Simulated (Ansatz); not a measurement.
The same path of AlH8N3O (13 atoms, charge 0, multiplicity 1) was run twice with different band settings. Lost on the way: N10–H13. Made: O2–H13.

Computed with RKS BHLYP/def2-SVP in Ansatz.

Relaxed end points:

```xyz
13
Properties=species:S:1:pos:R:3
Al -0.071 0.252 0.202
O -0.189 -0.329 1.833
H -0.287 -1.255 2.026
N 1.516 0.065 -0.633
H 1.626 -0.010 -1.631
H 2.318 -0.352 -0.188
N -1.506 0.222 -0.887
H -2.459 0.199 -0.560
H -1.478 -0.176 -1.812
N -0.013 2.187 0.835
H 0.868 2.581 0.527
H -0.772 2.737 0.452
H -0.054 2.206 1.847
```

```xyz
13
Properties=species:S:1:pos:R:3
Al 0.053 0.596 -0.097
O 0.046 -0.016 1.820
H -0.779 -0.452 2.034
N 1.568 -0.128 -0.706
H 1.838 -0.157 -1.674
H 2.331 -0.449 -0.133
N -1.532 0.063 -0.745
H -1.665 -0.808 -1.231
H -2.298 0.680 -0.962
N -0.004 2.294 0.615
H 0.806 2.892 0.539
H -0.820 2.877 0.500
H -0.046 0.934 2.048
```

Common settings: spring 5.0 eV/Å²; optimiser quadratic models (default); start path through a guess of the saddle point; force threshold 0.03 eV/Å; iteration limit 60; end points relaxed.

| run | movable images | climbing image |
| --- | --- | --- |
| 1 | 9 | yes |
| 2 | 3 | no |

Question: What does each run give, and how far can it be trusted?

Answer: Run 1: converged after 18 iterations, highest image 1.104 eV above the first end. A vibrational analysis at the climbing image gives 2 clearly imaginary modes (992i, 112i cm⁻¹): a point of higher order. A lower path may pass nearby, or the ends, which weren't checked, may share the extra mode.
Run 2: converged after 19 iterations, highest image 0.959 eV above the first end. No image climbed, so the highest image needn't sit at the top of the path. So few images can step over the top or miss a turn of the path.
The orbitals stay closed-shell, which can raise the energy where a bond breaks towards radicals; this wasn't checked here.
